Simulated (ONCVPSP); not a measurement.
u(r) = r·R(r): atom against pseudo-atom (Ta)

Columns: radius, all-electron u(r) and pseudo u(r) of the 5d shell (level -3.62 eV) of tantalum in the configuration [Kr] 4d10 4f14 5s2 5p6 5d3 6s2; PBEsol, scalar-relativistic, ONCV scheme, ONCVPSP 4.0.1.

```tsv
r (bohr)	all-electron	pseudo
0.125	0.1949	0.0023
0.250	-0.0986	0.0178
0.375	-0.2964	0.0559
0.500	-0.2298	0.1200
0.625	-0.0406	0.2066
0.750	0.1659	0.3071
0.875	0.3445	0.4102
1.000	0.4825	0.5051
1.125	0.5809	0.5838
1.250	0.6456	0.6421
1.375	0.6834	0.6794
1.500	0.7007	0.6979
1.625	0.7029	0.7013
1.750	0.6943	0.6934
1.875	0.6781	0.6776
2.000	0.6569	0.6566
2.125	0.6326	0.6324
2.250	0.6063	0.6062
2.375	0.5791	0.5790
2.500	0.5515	0.5515
2.625	0.5241	0.5241
2.750	0.4971	0.4971
2.875	0.4708	0.4708
3.000	0.4452	0.4452
3.125	0.4206	0.4206
3.250	0.3969	0.3968
```

(1) How many radial nodes do the two functions have?

(2) At about which radius was the pseudo-wave matched?

(3) Is the pseudo-wave norm-conserving?

## Answers

(1) The all-electron 5d function has n − l − 1 = 2; the pseudo-wave has 0, since the states of the same l below it are removed with the core.

(2) 2.50 bohr. The columns agree to 0.0005 from 2.00 bohr on; several derivatives are matched, so the curves merge somewhat inside the radius.

(3) Yes: the ONCV scheme keeps the norm inside the radius equal to the all-electron one, which fixes the energy derivative of the logarithmic derivative at the level.
